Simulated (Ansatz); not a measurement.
Correlation energies of CH4FGeO (`C[O][GeH][F]`) radical by basis set

```xyz
8

C    -0.427   -1.143   -0.019
O    -0.149    0.023    0.724
Ge    0.094    1.572   -0.100
F     0.744    2.560    1.172
H    -0.178   -2.002    0.608
H     0.168   -1.210   -0.938
H    -1.488   -1.207   -0.283
H     1.236    1.405   -1.166
```

The species carries charge 0 and has multiplicity 2. Correlated methods include outer-core shells of Ge, which these sets cover unevenly. Scalar relativity is left out up to krypton. Geometry: relaxed with PBE0-D4/def2-TZVP. It is one conformer, not always the lowest. Frozen core, unrestricted reference, Ansatz 0.2.0.

```json
{"basis": "def2-SVP", "HF (Eh)": "-2289.43760", "MP2 corr.": "-0.72463", "CCSD corr.": "-0.74512", "(T)": "-0.01805", "CCSD(T) total": "-2290.20077"}
{"basis": "def2-TZVPP", "HF (Eh)": "?", "MP2 corr.": "?", "CCSD corr.": "-0.91017", "(T)": "?", "CCSD(T) total": "?"}
{"basis": "def2-QZVPP", "HF (Eh)": "?", "MP2 corr.": "-1.21081", "CCSD corr.": "–", "(T)": "–", "CCSD(T) total": "–"}
```

**Question.** Fill in the withheld values. (Estimate.)

**Answer.** Computed: def2-TZVPP HF (Eh): -2289.97520; def2-TZVPP MP2 corr.: -0.89439; def2-TZVPP (T): -0.03205; def2-TZVPP CCSD(T) total: -2290.91742; def2-QZVPP HF (Eh): -2290.02841.
